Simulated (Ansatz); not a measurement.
Program: Ansatz. Geometries: PBE0-D4/def2-TZVP. ΔE: electronic, gas phase. CCSD(T)/CBS adds triple-zeta CCSD(T) − MP2 to the extrapolated MP2 energy (def2 sets, frozen cores). DFT in def2-TZVPP. B3LYP here is the variant with VWN-RPA as its local correlation; programs differ in this. For Ge outer-core shells are correlated without core-valence functions, which leaves a few kJ/mol of doubt a bond. Scalar relativity is left out up to krypton. One conformer a species, not always the lowest.

Consider the redistribution: `[CH3][GeH2][SiH2]Cl` + `BCN=C` → `C=[N][GeH2][CH3]` + `BC[SiH2]Cl`.

`[CH3][GeH2][SiH2]Cl`:

```xyz
11

C    -1.573   -0.518   -0.631
Ge    0.334   -0.815   -0.318
Si    1.302    1.102    0.708
Cl    0.178    1.576    2.379
H    -2.028   -1.413   -1.056
H    -1.719    0.313   -1.321
H    -2.070   -0.283    0.311
H     1.063   -1.098   -1.648
H     0.541   -2.029    0.607
H     2.699    0.878    1.158
H     1.274    2.287   -0.188
```

`BCN=C`:

Cartesian coordinates in Å:
```
B -1.111 -1.190 0.481
C 0.263 -0.511 0.225
N 0.340 0.340 -0.931
C 0.639 1.550 -0.760
H -1.245 -1.820 1.490
H -2.001 -1.132 -0.311
H 0.658 -0.045 1.146
H 0.912 -1.391 0.056
H 0.682 2.217 -1.621
H 0.864 1.983 0.225
```

`C=[N][GeH2][CH3]`:

```xyz
11

C    -0.683   -0.011   -2.135
N     0.276    0.212   -1.353
Ge    0.337   -0.651    0.301
C     0.392    0.728    1.671
H    -1.517   -0.704   -1.932
H    -0.728    0.503   -3.104
H    -0.907   -1.563    0.447
H     1.620   -1.501    0.310
H     1.239    1.390    1.489
H    -0.526    1.317    1.646
H     0.497    0.281    2.660
```

`BC[SiH2]Cl`:

```xyz
10

B     0.287   -0.996    1.234
C    -0.239    0.331    0.661
Si    0.000    0.356   -1.200
Cl   -0.711    2.144   -1.932
H     1.433   -1.109    1.559
H    -0.428   -1.954    1.310
H     0.307    1.213    1.008
H    -1.317    0.475    0.789
H    -0.764   -0.727   -1.862
H     1.432    0.268   -1.566
```

Task: Is it downhill or uphill in electronic energy at CCSD(T)/CBS, and by how much? (Estimate.)

Result: The calculation gave: Downhill: ΔE = -0.71 eV.

Task: What do these levels give: ωB97X-V, ωB97M-V, B2PLYP, PBE0, B3LYP, MP2/def2-TZVPP? (An estimate is asked.)

Result: Computed: ωB97X-V -0.66, ωB97M-V -0.71, B2PLYP -0.70, PBE0 -0.57, B3LYP -0.62, MP2/def2-TZVPP -0.81 eV.

Largest T1 diagnostic among the species: 0.012.

From PBE to PBE0 (25 % exact exchange), in def2-TZVPP and without D4, ΔE moves by −0.05 eV.
